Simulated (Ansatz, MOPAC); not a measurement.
Isomers of CH5InO: 1 is [CH3][InH][OH], 2 is C[O][InH2]; one conformer of each (the lowest of an xTB search), B3LYP-D3(BJ)/def2-TZVP minima.
Isomer 1 (charge 0, multiplicity 1):
| atom | x (Å) | y (Å) | z (Å) |
|---|---|---|---|
| C | -1.3976 | -0.1161 | 0.2414 |
| In | 0.5865 | 0.5328 | -0.2840 |
| O | 1.8951 | -0.9535 | 0.0933 |
| H | -1.8220 | 0.5407 | 0.9998 |
| H | -1.3357 | -1.1311 | 0.6285 |
| H | -2.0451 | -0.0970 | -0.6347 |
| H | 1.3107 | 1.9599 | -0.9259 |
| H | 2.8081 | -0.7358 | -0.1184 |
Isomer 2 (charge 0, multiplicity 1):
```csv
atom,x (Å),y (Å),z (Å)
C,-1.2756,-0.2393,0.1008
O,-0.0223,-0.7792,-0.2472
In,1.7055,0.2280,-0.1643
H,-1.7245,-0.8211,0.9144
H,-1.2260,0.8082,0.4304
H,-1.9572,-0.2843,-0.7567
H,3.0108,-0.7542,-0.6614
H,1.4892,1.8420,0.3841
```

No zero-point or thermal terms.

Cores are frozen in the correlated methods. Filled d and f shells under p-block atoms count as core. The state reached by PM7 isn't checked; PM7 holds dispersion and hydrogen-bond terms.

Codes used: Ansatz (a quantum-chemistry and plane-wave program); MOPAC for PM7 (differences of heats of formation).  In def2 rows elements past Kr take small-core potentials, without spin–orbit coupling.

Problem. One of these levels gives 90.9 kJ/mol for the electronic energy of isomer 2 less that of isomer 1. Which one is it?
A. PM7
B. PBE/def2-TZVPP
C. CCSD(T)/def2-SVP

Solution. A, PM7. The others give 84.0 (PBE/def2-TZVPP), 63.9 (CCSD(T)/def2-SVP)
